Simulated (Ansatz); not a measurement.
Two isomers of CH7B2ClSi: A = `CBB([SiH3])Cl`, B = `CB([SiH3])BCl`.

Computed with Ansatz on PBE0-D4/def2-TZVP structures; ΔE is electronic, products minus reactants. CCSD(T)/CBS is the MP2 limit (def2-TZVPP, def2-QZVPP) plus CCSD(T) − MP2 in def2-TZVPP, frozen cores. DFT in def2-TZVPP. B3LYP here is the variant with VWN-RPA as its local correlation; programs differ in this. One conformer a species, not always the lowest.

Problem. Which is lower in electronic energy at CCSD(T)/CBS, and by how much? (An estimate is asked.)

Solution. The calculation gave: B, by 3.6 kJ/mol.

Problem. Give E(B) − E(A) in kJ/mol with B3LYP-D4, PBE0-D4, r2SCAN-D4, MP2/def2-TZVPP, PBE-D4, B3LYP, B2PLYP. (An estimate is asked.)

Solution. Ansatz gave: B3LYP-D4 -3.8, PBE0-D4 -4.5, r2SCAN-D4 -4.8, MP2/def2-TZVPP -4.9, PBE-D4 -4.6, B3LYP -2.8, B2PLYP -3.4. None reverses the order clearly.

Largest T1 diagnostic: 0.013.
